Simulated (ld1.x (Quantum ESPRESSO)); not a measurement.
# What one change does to a pseudopotential (Cl, PAW)

```
Element                 : Cl (Z = 17)
Generator               : ld1.x (Quantum ESPRESSO) 7.5
Type                    : PAW
Functional              : PBE
Relativity              : scalar-relativistic
Frozen core             : [Ne]
Valence charge          : 7
Reference configuration : 3s2 3p3 (charge +2)
Partial waves           : 3s (bound): rcut 1.25, rcutus 1.35 bohr; 3s channel at -0.05 Ry: rcut 1.25, rcutus 1.35 bohr; 3p (bound): rcut 0.80, rcutus 1.00 bohr; 3p channel at -1.3 Ry: rcut 0.80, rcutus 1.00 bohr
Local potential         : all-electron potential smoothed inside 0.85 bohr (lloc = -2)
Core correction         : Bessel-smoothed model core inside 0.95 bohr
Augmentation charge     : PSQ, inside the norm-conserving radii
```

Change: all radii but the core radius scaled by about 1.21 (s 1.64, p 1.20 bohr, rcut 1.52/0.96); local potential all-electron potential smoothed inside 1.02 bohr (lloc = -2).

Cutoffs: the cutoffs (Ry, on a coarse ladder) from which the occupation-weighted sum of valence levels, in a spherical-Bessel basis at the reference potential, stays within 10 and 1 mRy of its value at 400 Ry; they do not see the model core or the augmentation charge, which bear on the density cutoff. Errors are all-electron minus pseudo energies relative to the spin-unpolarised reference configuration.

Task: How do hardness, ghosts and transferability respond?

Result: The potential gets softer (55 Ry and 70 Ry → 15 Ry and 35 Ry); the bound ghost in p disappears; of the 7 tests that both files solve, the error grows in 0 and shrinks in 4 by more than 15 % and 0.3 meV (median size 2.3 → 0.5 meV). A larger radius leaves more room for a smooth pseudo-wave, so fewer plane waves are needed. That the errors move this way runs against the usual rule that smaller radii transfer better.

| quantity | base | changed |
| --- | --- | --- |
| cutoff, loose | 55 Ry | 15 Ry |
| cutoff, tight | 70 Ry | 35 Ry |
| loose cutoff by channel (10 mRy a level) | s 15 Ry, p 50 Ry | s 8 Ry, p 15 Ry |
| bound ghosts | p | none |
| error for 3s2 3p5, meV [ΔE -39.32 eV] | -2.3 | -0.5 |
| error for 3s2 3p4, meV [ΔE -25.45 eV] | -0.5 | +0.3 |
| error for 3s2 3p2, meV [ΔE 38.31 eV] | -8.9 | -8.1 |
| error for 3s2 3p1, meV [ΔE 90.55 eV] | -43 | -38 |
| error for 3s1 3p6, meV [ΔE -27.17 eV] | -2.3 | +0.1 |
| error for 3s2 3p4.5, meV [ΔE -33.74 eV] | -1.5 | -0.2 |
| error for 3s2 3p5.3, meV [ΔE -41.46 eV] | -2.5 | -0.5 |
| lowest overlap eigenvalue by channel | s 0.42, p 0.79 | s 0.42, p 0.74 |

 A true bound ghost makes a file unfit for plane-wave use even where its test errors are small: the radial tests pick states by their node count and pass the ghost by.
